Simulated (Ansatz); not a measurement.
The first iterations of a band of BH$_{4}$NOSi (8 atoms, charge 0, multiplicity 1).

The calculation used RKS PBE0-D4/6-31G (Ansatz).

* movable images: 5
* climbing image: yes
* spring: 5.0 eV/Å²
* optimiser: quadratic models (default)
* start path: IDPP
* force threshold: 0.05 eV/Å
* iteration limit: 60
* end points: relaxed

Initial state:

```xyz
8
Properties=species:S:1:pos:R:3
N -0.566 1.594 -0.436
B -0.077 0.392 0.054
O 0.438 -0.064 1.243
Si 0.424 -1.500 0.007
H -0.905 1.696 -1.377
H -0.605 2.426 0.135
H 1.825 -1.992 -0.212
H -0.442 -2.609 0.530
```

Final state:

```xyz
8
Properties=species:S:1:pos:R:3
N -0.568 1.593 -0.436
B -0.076 0.392 0.055
O 0.438 -0.064 1.244
Si 0.426 -1.499 0.008
H -0.610 2.426 0.133
H -0.904 1.694 -1.378
H 1.827 -1.991 -0.211
H -0.441 -2.608 0.530
```

| iteration | highest image above the first end (eV) | largest band force component (eV/Å) |
| --- | --- | --- |
| 1 | 0.771 | 1.122 |
| 2 | 0.715 | 0.742 |

Question: Does the band converge within its limit, and where does its top end?

Answer: It converged. It ended after 6 iterations with the highest image 0.673 eV above the first end. A vibrational analysis at the climbing image gives one clearly imaginary mode, 529i cm⁻¹: a first-order saddle point. Limits of this set-up: no polarisation functions.

Time of the run: 110 s on 1 thread of Arm Neoverse N1, on a shared host, peak memory 0.11 GiB.
